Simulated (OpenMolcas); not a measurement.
**A ladder of methods for C6H10O (cyclohexanone)**

The species is C6H10O (17 atoms), meant as a singlet with charge 0. SMILES: `O=C1CCCCC1`. The shape is that of a PBE0-D4/def2-TZVP optimisation. This is one conformer, not always the lowest.

| atom | x (Å) | y (Å) | z (Å) |
| --- | --- | --- | --- |
| O | -0.7070 | -1.9907 | 1.6800 |
| C | -0.2761 | -1.0070 | 1.1305 |
| C | 1.0715 | -0.9834 | 0.4507 |
| C | 0.9789 | -0.4130 | -0.9651 |
| C | 0.2787 | 0.9372 | -0.9774 |
| C | -1.1076 | 0.8396 | -0.3590 |
| C | -1.0477 | 0.2889 | 1.0663 |
| H | 1.4861 | -1.9921 | 0.4649 |
| H | 1.7286 | -0.3412 | 1.0520 |
| H | 1.9807 | -0.3336 | -1.3957 |
| H | 0.4229 | -1.1145 | -1.5977 |
| H | 0.2079 | 1.3148 | -2.0014 |
| H | 0.8785 | 1.6648 | -0.4162 |
| H | -1.5997 | 1.8158 | -0.3556 |
| H | -1.7312 | 0.1786 | -0.9719 |
| H | -2.0396 | 0.1245 | 1.4891 |
| H | -0.5248 | 1.0115 | 1.7066 |

Each level gives the dipole moment (D). The values are calculated.

```
                              level           kind     program  value (D)  CPU time
 SVWN5/6-31G* (spherical functions)            LDA  OpenMolcas       3.00   2.7 min
  BLYP/6-31G* (spherical functions)            GGA  OpenMolcas       2.89   3.4 min
 M06-L/6-31G* (spherical functions)       meta-GGA  OpenMolcas       3.01   3.8 min
  TPSS/6-31G* (spherical functions)       meta-GGA  OpenMolcas       2.95   4.2 min
r2SCAN/6-31G* (spherical functions)       meta-GGA  OpenMolcas       3.06     4 min
 B3LYP/6-31G* (spherical functions)  global hybrid  OpenMolcas       3.03   3.1 min
 BHLYP/6-31G* (spherical functions)  global hybrid  OpenMolcas       3.22   3.2 min
  PBE0/6-31G* (spherical functions)  global hybrid  OpenMolcas       3.08   3.1 min
```

The values span 2.89 to 3.22 D. Times are those of the runs behind each value, whatever else they computed, on shared processors of several kinds: orders of magnitude only.
